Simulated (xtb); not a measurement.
Ge(SH)(SiH3) (GeH4SSi), SMILES [SiH3][Ge][SH] (connectivity only; charge and spin as stated), neutral, multiplicity 1. All values are semi-empirical tight-binding results from xtb (GFN2-xTB unless named), good for trends rather than for accurate numbers. The structure is a stationary point at GFN2-xTB. The values are those of a single conformer.

For metal compounds this method's bond lengths and energies can be far off.

The orbital gap is 1.84 eV and the zero-point energy is 19.8 kcal/mol. The G − E(el) at 298.15 K (modified RRHO) comes out as 0.1 kcal/mol.
